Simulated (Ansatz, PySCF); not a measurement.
Molecule: C2H6BO, net charge 0, doublet state. It need not be the lowest isomer of its formula. 
Geometry from a B3LYP-D3(BJ)/def2-TZVP (Ansatz, a first-principles code) optimisation:
```
B
O 1 1.3295
C 2 1.4384 1 125.63
H 3 1.0891 2 108.16 1 122.82
H 3 1.0893 4 109.32 2 -117.68
H 3 1.0902 4 109.72 5 -120.35
C 1 1.5683 2 128.16 3 -0.08
H 7 1.0885 1 113.01 2 -179.94
H 7 1.0969 8 107.84 1 122.29
H 7 1.0969 8 107.83 9 115.39
```
Charge 0, spin multiplicity 2.

Dipole moments at this geometry, in debye (magnitudes).

| level | program | dipole (D) |
|---|---|---|
| HF/def2-TZVPD | PySCF | 2.50 |
| SVWN5/def2-TZVPD | Ansatz | ? |
| r2SCAN/def2-TZVPD | PySCF | 2.48 |
| B3LYP/def2-TZVPD | Ansatz | 2.50 |
| BHLYP/def2-TZVPD | Ansatz | 2.51 |
| TPSSh/def2-TZVPD | PySCF | 2.51 |
| r2SCAN0/def2-TZVPD | Ansatz | 2.49 |
| M06-2X/def2-TZVPD | PySCF | 2.48 |
| wB97M-V/def2-TZVPD | Ansatz | 2.60 |
| CCSD(T)/aug-cc-pVDZ | Ansatz | ? |

Task: What belongs in the gaps?

Result: 
- SVWN5/def2-TZVPD, dipole (D): 2.61
- CCSD(T)/aug-cc-pVDZ, dipole (D): 2.55
